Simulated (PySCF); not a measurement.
Vertical excitations of a molecule CH₅FO₂Si₂ from TDA-PBE/def2-SVPD (PySCF 2.14.0), as energy in eV (oscillator strength): 5.96 (0.006), 6.28 (0.015), 6.80 (0.004), 6.82 (0.003), 7.10 (0.006), 7.15 (0.014), 7.40 (0.009), 7.47 (0.011), 7.55 (0.017), 7.59 (0.045). Lowest triplet (TDA): 5.68 eV. Coordinates come from a B3LYP-D3(BJ)/def2-SVP optimisation. Other conformers were not sampled.

Problem. Which structure fits?
A. F[Si]1([SiH3])OCO1
B. F[Si@H]1OCO[SiH2]1
C. F[Si@H]1OC[SiH2]O1
D. O[Si@H]1C[Si@@H](F)O1

Solution. C, F[Si@H]1OC[SiH2]O1
